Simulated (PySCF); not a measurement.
# Reading the logs of faulty runs: BC2GeH7

These are calculations, not measurements. They come from PySCF 2.14.0, an open-source quantum chemistry program, on an isolated molecule that a program drew, which may never have been made. The molecule is BC2GeH7 (charge 0, singlet), drawn as the SMILES string `B[CH](C)[GeH]`.

Each row is a Hartree-Fock (HF) and frozen-core CCSD(T) single point in the cc-pVDZ basis, meant for a local HF minimum. Run 1 is clean. Each other run has one planted mistake out of seven kinds, and not every kind appears here: one electron removed, one electron added, multiplicity raised by two, geometry at a saddle point, minimal basis STO-3G, one bond length entered in bohr, all coordinates scaled. The reference is restricted for singlets and unrestricted otherwise, and also for a bond in bohr. Adding or removing an electron swaps singlet and doublet. Electrons count all cores. HOMO and LUMO are orbital energies over both spins, the gradient is its largest component, and the lowest frequency (negative if imaginary) is given only where the gradient is small. Bond lengths are over the 10 bonds as drawn. T1 is the CCSD diagnostic: over 0.02 (restricted) or 0.045 (unrestricted) a single reference is doubtful. Germanium has the cc-pVDZ-PP basis, with a core potential (ECP10MDF) in place of its 10 inner electrons, and its 3s, 3p and 3d shells are frozen in CCSD(T).

Geometry of the clean run:
```xyz
11
BC2GeH7, angstrom
B    -0.3028   -2.3244   -1.1102
C    -1.1328   -1.0375   -1.2795
C    -2.5002   -0.8950   -0.5930
Ge    0.1993    0.2697   -0.4071
H    -0.4292   -3.0102   -0.1264
H     0.5204   -2.6369   -1.9310
H    -1.1738   -0.6598   -2.3077
H    -2.4672   -1.2376    0.4449
H    -3.2514   -1.5033   -1.1035
H    -2.8648    0.1363   -0.5922
H     1.3472   -0.7827   -0.0705
```

| run | electrons | basis functions | <S^2> | HOMO (eV) | LUMO (eV) | gradient (hartree/bohr) | lowest frequency (cm^-1) | mean bond (Å) | longest bond (Å) | T1 | HF (hartree) | CCSD(T) (hartree) | mistake |
|---|---|---|---|---|---|---|---|---|---|---|---|---|---|
| 1 | 56 | 100 | 0.000 | -8.80 | 0.30 | 2.3e-05 | 118 | 1.3517 | 2.060 | 0.0135 | -397.82605 | -398.35742 | no fault |
| 2 | 56 | 100 | 2.013 | -7.76 | -0.59 | 3.6e-02 | - | 1.3517 | 2.060 | 0.0153 | -397.78731 | -398.29960 | multiplicity raised by two |
| 3 | 56 | 100 | 0.000 | -8.75 | 0.18 | 3.8e-02 | - | 1.4328 | 2.184 | 0.0139 | -397.79739 | -398.33860 | all coordinates scaled |
| 4 | 55 | 100 | 0.798 | -16.27 | -6.78 | 4.4e-02 | - | 1.3517 | 2.060 | 0.0209 | -397.54063 | -398.03861 | one electron removed |
| 5 | 56 | 100 | 0.779 | -8.96 | 0.31 | 2.3e-02 | - | 1.4490 | 2.066 | 0.0627 | -397.70036 | -398.22959 | ? |
| 6 | 57 | 100 | 0.764 | -1.30 | 7.49 | 1.9e-02 | - | 1.3517 | 2.060 | 0.0167 | -397.84352 | -398.38892 | ? |

**Which mistake was planted in run 5, and what did it cost?**

The mean bond changes by a factor of 1.072 and the longest by 1.003, so the molecule wasn't scaled as a whole. A length L in bohr read as angstrom grows by (1/0.5292 - 1) L = 0.890 L. The 10 bonds together grew by 10 x 0.0973 = 0.973 Å, which gives L = 1.094 Å. That is the length of one of the C-H bonds, 1.094 Å in the clean geometry. So the mistake is: one bond length entered in bohr. Subtracting run 1 and multiplying by 627.51 kcal/mol a hartree, the energy moved by 78.9 kcal/mol in HF and 80.2 kcal/mol in CCSD(T).

**Which mistake was planted in run 6, and what did it cost?**

It counts 57 electrons, one more than the clean run, at the same geometry and basis. So the mistake is: one electron added. Subtracting run 1 and multiplying by 627.51 kcal/mol a hartree, the energy moved by -11.0 kcal/mol in HF and -19.8 kcal/mol in CCSD(T).

Cautions from the logs. Run 5: T1 is over the limit, so its CCSD(T) energy is less reliable.
